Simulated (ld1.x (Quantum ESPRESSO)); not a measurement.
germanium (Ge): excitation energies, all-electron against TM

| Item | Value |
| --- | --- |
| Element | Ge (Z = 32) |
| Generator | ld1.x (Quantum ESPRESSO) 7.5 |
| Type | norm-conserving Troullier–Martins (Kleinman–Bylander form) |
| Functional | PBE |
| Relativity | scalar-relativistic |
| Frozen core | [Ar] 3d10 |
| Valence charge | 4 |
| Reference configuration | 4s2 4p2 |
| Partial waves | 4p (bound): rc 2.10 bohr; 4s (bound): rc 1.90 bohr |
| Local potential | the s channel |
| Core correction | a·sin(br)/r model core inside 1.95 bohr |

Energies are relative to the spin-unpolarised reference configuration 4s2 4p2; without spin polarisation the order of configurations can differ from experiment. The frozen-core shift is the all-electron ΔE with the core orbitals held at their reference shape minus the fully relaxed ΔE.

(1) Give the all-electron excitation energy and the error of the potential for: 4s2 4p1; 4s2 4p0; 4s1 4p0; 4s2 4p2.3; 4s2 4p1.5; 4s0 4p4; 4s1 4p3.

Levels in the configuration 4s2 4p1.5:

```json
{"level": "4s", "all-electron (eV)": "-15.599", "pseudo (eV)": "-15.610"}
{"level": "4p", "all-electron (eV)": "-7.384", "pseudo (eV)": "-7.389"}
```

Answers

(1)

| valence configuration | charge | ΔE all-electron (eV) | error AE − PS (meV) | frozen-core shift (meV) |
| --- | --- | --- | --- | --- |
| 4s2 4p1 | +1 | 7.444 | -8.2 | +6.9 |
| 4s2 4p0 | +2 | 22.883 | -59 | +57 |
| 4s1 4p0 | +3 | 57.674 | -242 | +333 |
| 4s2 4p2.3 | -0.3 | -0.884 | -0.1 | +0.1 |
| 4s2 4p1.5 | +0.5 | 2.802 | -1.5 | +1.2 |
| 4s0 4p4 | 0 | 16.195 | -21 | +46 |
| 4s1 4p3 | 0 | 7.972 | -6.1 | +12 |
